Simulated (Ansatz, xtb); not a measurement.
**H9OPSi3: which of two isomers lies lower**

Structure a is `[SiH3]O[SiH2]P[SiH3]`, a singlet and structure b is `[SiH3][SiH2]O[SiH2]P`, a singlet. Both are isolated molecules in the gas phase, relaxed with r2SCAN-D4/def2-SVP, each in the lowest conformer that the search found.

Quicker runs give these differences E(b) − E(a): GFN2-xTB +14.4 kcal/mol; HF/STO-3G +4.1 kcal/mol (at GFN2-xTB geometries); r2SCAN-D4/def2-SVP//GFN2-xTB +9.5 kcal/mol.

**Question.** Estimate E(b) − E(a) at the level CCSD(T)/def2-SVP + ΔMP2/def2-TZVPP.

**Answer.** Calculated at CCSD(T)/def2-SVP + ΔMP2/def2-TZVPP: E(b) − E(a) = +8.9 kcal/mol, so structure a lies lower.

How the difference moves with the method:

```
                             level            geometry  E(b) − E(a) (kcal/mol)  departure from the last row (kcal/mol)  job, with rough time for the two
                          GFN2-xTB            GFN2-xTB                     +14.4                                    +5.5              optimisation, 0.56 s
                         HF/STO-3G            GFN2-xTB                      +4.1                                    −4.8              single point, 0.36 s
      r2SCAN-D4/def2-SVP//GFN2-xTB            GFN2-xTB                      +9.5                                    +0.6               single point, 3.9 s
                r2SCAN-D4/def2-SVP  r2SCAN-D4/def2-SVP                      +7.8                                    −1.1             optimisation, 2.2 min
                       HF/def2-SVP  r2SCAN-D4/def2-SVP                      +8.9                                     0.0           part of the CCSD(T) run
                      MP2/def2-SVP  r2SCAN-D4/def2-SVP                     +10.1                                    +1.2           part of the CCSD(T) run
                  CCSD(T)/def2-SVP  r2SCAN-D4/def2-SVP                      +8.4                                    −0.5                      single point
CCSD(T)/def2-SVP + ΔMP2/def2-TZVPP  r2SCAN-D4/def2-SVP                      +8.9                                                        single point, 35 s
```

As drawn, b has 1 Si–Si, 1 P–H in place of 1 P–Si, 1 Si–H.

The levels shown agree on the order. The largest departure from CCSD(T)/def2-SVP + ΔMP2/def2-TZVPP is that of GFN2-xTB, 5.5 kcal/mol. The last row adds to CCSD(T) the change of the MP2 difference between the two basis sets, here +0.5 kcal/mol.

With thermal terms from frequencies at re-optimised GFN2-xTB minima (ideal gas, soft modes damped towards free rotors, one conformer each, 298.15 K, 1 atm): on the last row, ΔE + ΔZPE = +8.7, ΔH = +8.9, ΔG = +8.3 kcal/mol.

The correlated steps freeze 21 core orbitals. Programs: Ansatz 0.2.0, xtb 6.7.1; the last row on 4 threads of Arm Neoverse V1 on a shared host.
